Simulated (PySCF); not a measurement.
Geometry:
```csv
atom,x (Å),y (Å),z (Å)
O1,2.422,1.233,-0.051
C2,1.698,0.286,0.146
O3,2.189,-0.957,0.293
C4,0.223,0.334,0.135
C5,-0.255,1.721,0.486
F6,-0.285,1.921,1.829
F7,-1.538,1.916,0.069
C8,-0.547,-0.782,0.870
C9,-1.437,-1.323,-0.270
Si10,-0.497,-0.295,-1.570
H11,3.157,-0.928,0.244
H12,0.371,2.509,0.044
H13,0.140,-1.540,1.240
H14,-1.117,-0.392,1.712
H15,-1.412,-2.405,-0.368
H16,-2.478,-1.030,-0.146
H17,-1.172,0.741,-2.340
H18,0.527,-1.002,-2.335
```

Non-relativistic, isolated molecule, single conformer. Coordinates at the GFN2-xTB level; PBE0/pcSseg-1 with gauge-including orbitals; PySCF 2.14.0 with density-fitted response routines.

Referencing at the same level of theory: 13C (σref 186.93) vs TMS.

**Question.** Do the 13C shifts follow the atomic charges (in e)? Tabulate both.

**Answer.** 
```tsv
atoms	hybridisation	δ (ppm)	σ para (ppm)	Hirshfeld	IAO	Mulliken	ESP-fitted
C2	sp2	177.7	-237	+0.20	+0.53	+0.61	+0.57
C5	sp3	123.6	-173	+0.14	+0.44	+0.68	+0.39
C4	sp3	47.3	-119	-0.10	-0.31	-0.88	-0.20
C8	sp3	21.1	-81	-0.08	-0.26	-0.07	-0.05
C9	sp3	6.7	-73	-0.16	-0.54	-0.49	-0.34
```

Correlation coefficients of δ with charge over these carbons: Hirshfeld +0.98, IAO +0.96, Mulliken +0.79, ESP-fitted +0.96; with the paramagnetic shielding -0.99. Among the 4 sp3 carbons alone: Hirshfeld +0.97, IAO +0.97, Mulliken +0.72, ESP-fitted +0.92. With so few points, grouped by hybridisation, these coefficients are fragile. Charge is one influence among several: hybridisation and low-lying excitations act through the paramagnetic term.

Shifts are as computed. Against solution values, carbons near 30 ppm lie about +3 ppm off and those near 130 ppm about +5 ppm. Of 1309 compounds with measured shifts, 239 miss one by over three times the rms of a fit or turn the order of signals round; such compounds aren't used in these exercises. Hydrogen bonding in solution deshields acid and N–H amide carbonyl carbons by as much as 10 ppm beyond these values.
